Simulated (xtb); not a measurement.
Job for xtb: GFN-FF on AsH4I (a complex), monomers drawn apart or pushed together.

```
$ xtb mol.xyz --gfnff --sp --chrg 0 --uhf 0
6

As     0.03279160     0.58395075     0.37225558
H     -0.77308239     1.77910094    -0.11562530
H     -0.22603419    -0.21641850    -0.89589280
H      1.34539978     1.14821675    -0.15168653
I     -0.43136002    -1.22477139     4.72209109
H     -0.27259217    -0.60499477     3.22612748
```

Question: Give the final energy of this run.

Answer: -0.3582 hartree.
